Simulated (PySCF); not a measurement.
## Electron correlation in Cl⁺ (chlorine, charge +1)

[Ne] 3s2 3p3 3d1, high-spin 5D determinant (an excited configuration). All numbers are calculated (PySCF 2.14, no relativity, point nucleus, in aug-cc-pV(T+d)Z with one added diffuse shell each of s, p, d, f type (7s6p5d3f, 71 functions)). Frozen: [Ne]; 6 electrons correlated.

```csv
level,correlation energy (mhartree)
CCSD,-126.45
(T),-3.57
CCSD(T),-130.02
```

Diagnostics: T1 = 0.0044, D1 = 0.0085, largest double amplitude 0.040.

The outer electron is Rydberg-like, and this basis confines it to a smaller radius and binds it less than a complete one would.

Cost of the coupled-cluster step: about 16 core-seconds, for 6 correlated electrons.

Iterations:

```
CC2 = 0
CCSD nocc = (np.int64(5), np.int64(1)), nmo = (66, 66)
frozen orbitals [[0, 1, 2, 3, 4], [0, 1, 2, 3, 4]]
max_cycle = 100
direct = 0
conv_tol = 1e-08
conv_tol_normt = 1e-06
diis_space = 8
diis_start_cycle = 0
Init t2, MP2 energy = -0.104966282300444
Init E_corr(UCCSD) = -0.104966282300742
cycle = 1  E_corr(UCCSD) = -0.121625843467681  dE = -0.0166595612  norm(t1,t2) = 0.0394535
cycle = 2  E_corr(UCCSD) = -0.125042033528288  dE = -0.00341619006  norm(t1,t2) = 0.0119756
cycle = 3  E_corr(UCCSD) = -0.126481594842346  dE = -0.00143956131  norm(t1,t2) = 0.00454705
cycle = 4  E_corr(UCCSD) = -0.126445202537408  dE = 3.63923049e-05  norm(t1,t2) = 0.000674274
cycle = 5  E_corr(UCCSD) = -0.126447136016475  dE = -1.93347907e-06  norm(t1,t2) = 0.000121557
cycle = 6  E_corr(UCCSD) = -0.126446649884027  dE = 4.86132449e-07  norm(t1,t2) = 2.67187e-05
cycle = 7  E_corr(UCCSD) = -0.126447005520107  dE = -3.5563608e-07  norm(t1,t2) = 4.27681e-06
cycle = 8  E_corr(UCCSD) = -0.126446892727699  dE = 1.12792408e-07  norm(t1,t2) = 9.09364e-07
cycle = 9  E_corr(UCCSD) = -0.126446902610715  dE = -9.88301579e-09  norm(t1,t2) = 2.51965e-07
UCCSD converged
E(UCCSD) = -458.7062912430321  E_corr = -0.1264469026107148
UCCSD(T) correction = -0.00357095512911969
```
